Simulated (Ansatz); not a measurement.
Ansatz (a first-principles code) job for dibromo-chloro-fluoromethane (CBr₂ClF), SMILES FC(Cl)(Br)Br, PBE-D3(BJ)/def2-SVP. 

Ansatz 0.2 input:
```yaml
crystal:
  periodic: [false, false, false]
  atoms:
    - {symbol: F, position_ang: [-1.66953476, -0.59478200, -0.00000001]}
    - {symbol: C, position_ang: [-0.34931585, -0.41171639, -0.00000001]}
    - {symbol: Cl, position_ang: [0.45441218, -1.99343901, -0.00000001]}
    - {symbol: Br, position_ang: [0.13423859, 0.59588286, -1.60342985]}
    - {symbol: Br, position_ang: [0.13423858, 0.59588285, 1.60342985]}
basis:
  gaussian:
    orbitals: def2-SVP
hamiltonian:
  xc: pbe
  dispersion: d3bj
relax: {f_tol: 0.002, max_steps: 200}
```

Program output:

```
WARN ansatz: RAYON_NUM_THREADS=1 ignored (pool sized by the plan → 1); use --threads N
Functional definition: PBE
integrals: 0.06 GiB planned
1191 factors; their error is unknown
mean field: 0.30 GiB planned
mean field evaluation 1: about -156314.4187 eV, gradient 2.1e1 eV
mean field evaluation 2: about -156312.8528 eV, gradient 3.8e1 eV
mean field evaluation 4: about -156315.0429 eV, gradient 1.1e0 eV
mean field evaluation 8: about -156315.0456 eV, gradient 3.2e-2 eV
mean field evaluation 16: about -156314.9095 eV, gradient 6.0e-5 eV
mean field -156314.90949876 eV, -5744.4669700282 hartree, gradient 6.0e-5 eV, S^2 0.000000; 0 other end points of the search recorded, 0 dependent functions left out
the calculation of the forces begins
reference -156314.90952438 eV, -5744.4669709698 hartree; 51, 51 occupied and 59, 59 virtual orbitals, 1191 factors
relax step   1: F+E_penalty+E_count = -156315.08059826 eV  Δ(F+E_penalty+E_count) = +0.000e0 eV  max|allowed force component| = 2.652e-1 eV/Å  Δτ_max = 0.0000 Å  (27 SCF iters, accepted)
these checks for a lower state are left out or cut short: starts, cluster_reference, orbital_swaps, neighbouring_geometries, increment
integrals: 0.06 GiB planned
1191 factors; their error is unknown
mean field: 0.30 GiB planned
mean field -156314.91260516 eV, -5744.4670841864 hartree, gradient 9.3e-6 eV, S^2 0.000000; 0 other end points of the search recorded, 0 dependent functions left out
the calculation of the forces begins
reference -156314.91263083 eV, -5744.4670851297 hartree; 51, 51 occupied and 59, 59 virtual orbitals, 1191 factors
relax step   2: F+E_penalty+E_count = -156315.08339355 eV  Δ(F+E_penalty+E_count) = -2.795e-3 eV  max|allowed force component| = 7.102e-2 eV/Å  Δτ_max = 0.0061 Å  (31 SCF iters, accepted)
these checks for a lower state are left out or cut short: starts, cluster_reference, orbital_swaps, neighbouring_geometries, increment
integrals: 0.06 GiB planned
1191 factors; their error is unknown
mean field: 0.30 GiB planned
mean field evaluation 32: about -156314.9130 eV, gradient 9.8e-6 eV
mean field -156314.91300950 eV, -5744.4670990456 hartree, gradient 9.8e-6 eV, S^2 0.000000; 0 other end points of the search recorded, 0 dependent functions left out
the calculation of the forces begins
reference -156314.91303519 eV, -5744.4670999895 hartree; 51, 51 occupied and 59, 59 virtual orbitals, 1191 factors
relax step   3: F+E_penalty+E_count = -156315.08365401 eV  Δ(F+E_penalty+E_count) = -2.605e-4 eV  max|allowed force component| = 9.268e-3 eV/Å  Δτ_max = 0.0029 Å  (32 SCF iters, accepted)
these checks for a lower state are left out or cut short: starts, cluster_reference, orbital_swaps, neighbouring_geometries, increment
integrals: 0.06 GiB planned
1191 factors; their error is unknown
mean field: 0.30 GiB planned
mean field -156314.91300071 eV, -5744.4670987226 hartree, gradient 3.2e-5 eV, S^2 0.000000; 0 other end points of the search recorded, 0 dependent functions left out
the calculation of the forces begins
reference -156314.91302640 eV, -5744.4670996665 hartree; 51, 51 occupied and 59, 59 virtual orbitals, 1191 factors
relax step   4: F+E_penalty+E_count = -156315.08365659 eV  Δ(F+E_penalty+E_count) = -2.575e-6 eV  max|allowed force component| = 5.618e-3 eV/Å  Δτ_max = 0.0006 Å  (21 SCF iters, accepted)
these checks for a lower state are left out or cut short: starts, cluster_reference, orbital_swaps, neighbouring_geometries, increment
integrals: 0.06 GiB planned
1191 factors; their error is unknown
mean field: 0.30 GiB planned
mean field -156314.91300564 eV, -5744.4670989039 hartree, gradient 2.0e-5 eV, S^2 0.000000; 0 other end points of the search recorded, 0 dependent functions left out
the calculation of the forces begins
reference -156314.91303133 eV, -5744.4670998478 hartree; 51, 51 occupied and 59, 59 virtual orbitals, 1191 factors
relax step   5: F+E_penalty+E_count = -156315.08365766 eV  Δ(F+E_penalty+E_count) = -1.069e-6 eV  max|allowed force component| = 2.716e-4 eV/Å  Δτ_max = 0.0002 Å  (20 SCF iters, accepted)
integrals: 0.06 GiB planned
1191 factors; their error is unknown
mean field: 0.30 GiB planned
mean field -156314.91300564 eV, -5744.4670989039 hartree, gradient 2.0e-5 eV, S^2 0.000000; 1 other end points of the search recorded, 0 dependent functions left out
the calculation of the forces begins
reference -156314.91303133 eV, -5744.4670998478 hartree; 51, 51 occupied and 59, 59 virtual orbitals, 1191 factors
Total energy: -156315.08368334 eV, -5744.4733711936 hartree
Atom 0 at    -1.676275    -0.595869    -0.000000 Å, force    -0.000025     0.000145    -0.000000 eV/Å
Atom 1 at    -0.351168    -0.415369    -0.000000 Å, force    -0.000032     0.000000     0.000000 eV/Å
Atom 2 at     0.457372    -1.998069    -0.000000 Å, force     0.000159    -0.000272    -0.000000 eV/Å
Atom 3 at     0.137055     0.600568    -1.610345 Å, force    -0.000051     0.000063     0.000153 eV/Å
Atom 4 at     0.137055     0.600568     1.610345 Å, force    -0.000051     0.000063    -0.000153 eV/Å
Dipole moment:     0.054448     0.001562    -0.000000 e Å
```

Self-consistency was reached.

Cost: very roughly 14 core-seconds.
